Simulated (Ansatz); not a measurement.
Molecule: CdBr (charge 0, doublet). The spin state was set by rule; other spins were not relaxed. SMILES: [Br][Cd]
Geometry: optimised at B3LYP-D3(BJ)/def2-TZVP (Ansatz, a quantum-chemistry and plane-wave program).

Property: atomisation energy (electronic, to ground-state atoms), in kcal/mol. Correlated levels leave the core frozen unless marked. UHF or UKS for open shells. No spin-orbit coupling. Frozen are the shells of the preceding noble gas and the d and f shells that filled before the atom's block. In def2 rows, elements after Kr have scalar-relativistic effective core potentials. The coupled-cluster limit lacks core correlation, which all-electron functionals hold. CBS(X,Y): correlation extrapolated as X^-3; Hartree-Fock from the larger set.

```tsv
level	program	atomisation energy (kcal/mol)
HF/def2-SVPD	Ansatz	34.1
r2SCANh-D4/def2-TZVPD	Ansatz + dftd4	41.5
HSE06/def2-TZVPD	Ansatz	38.5
CAM-B3LYP/def2-TZVPD	Ansatz	34.2
```

What does CCSD(T)/CBS(def2-TZVPPD,def2-QZVPPD) (Ansatz) give?

36.7 kcal/mol
